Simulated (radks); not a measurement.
Initial-state core-level shifts of the iodine ion I+ when its valence configuration changes from [Kr] 4d10 5s2 5p4. Method: Dirac Kohn-Sham, PBE, spin-unpolarised, spherical densities, finite nucleus; open shells fill j = l - 1/2 first; Fermi nuclear charge, rms radius 4.75 fm; computed with a radial shooting solver on a logarithmic mesh with Libxc functionals. Shifts are changes of the shell-averaged eigenvalues in eV (positive: less bound); the change of the density at the nucleus, which sets a Mossbauer isomer shift, is in e/bohr^3, on a base of 2.49e+05.

| valence | 2p | 3s | 4s | 4p | density at nucleus |
|---|---|---|---|---|---|
| 4d10 5s1 5p5 | -1.501 | -1.525 | -1.496 | -1.483 | -74.04 |
| 4d10 5s1.5 5p4.5 | -0.757 | -0.768 | -0.754 | -0.747 | -36.63 |
| 4d9 5s2 5p5 | -10.127 | -9.632 | -7.986 | -7.640 | +28.23 |
| 4d9.5 5s2 5p4.5 | -5.030 | -4.793 | -3.998 | -3.827 | +13.98 |
| 4d8 5s2 5p6 | -20.527 | -19.448 | -15.939 | -15.233 | +57.54 |
